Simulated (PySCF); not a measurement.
Delta-SCF ions had no search for a lower state. Excitations are Tamm–Dancoff values on a coarser integration grid. The basis has no diffuse functions, so Rydberg states are missing or too high.

Cartesian coordinates (Å):
SMILES: O[SiH](O)O
```xyz
8

O      0.3232    -0.9474    -1.2069
Si     0.0922    -0.0584     0.1407
O     -1.4993    -0.0588     0.4966
O      0.5589     1.4755    -0.1575
H      1.2043    -0.9847    -1.5806
H      0.8731    -0.6223     1.2684
H     -1.9415    -0.9024     0.5966
H      0.4007     2.1372     0.5165
```
Charge 0, multiplicity 1.

What is the computed S1 oscillator strength, vertical ionisation energy (Delta-SCF), HOMO, dipole moment, HOMO–LUMO gap, S1–T1 gap (TDA), T1 excitation (TDA) and total energy (PBE-D3(BJ)/def2-TZVP // PBE0-D3(BJ)/def2-TZVP run with PySCF)?


* **S1 oscillator strength**: 0.030
* **vertical ionisation energy (Delta-SCF)**: 10.60 eV
* **HOMO**: -7.23 eV
* **dipole moment**: 1.28 D
* **HOMO–LUMO gap**: 7.18 eV
* **S1–T1 gap (TDA)**: 0.32 eV
* **T1 excitation (TDA)**: 7.04 eV
* **total energy**: -14080.52 eV
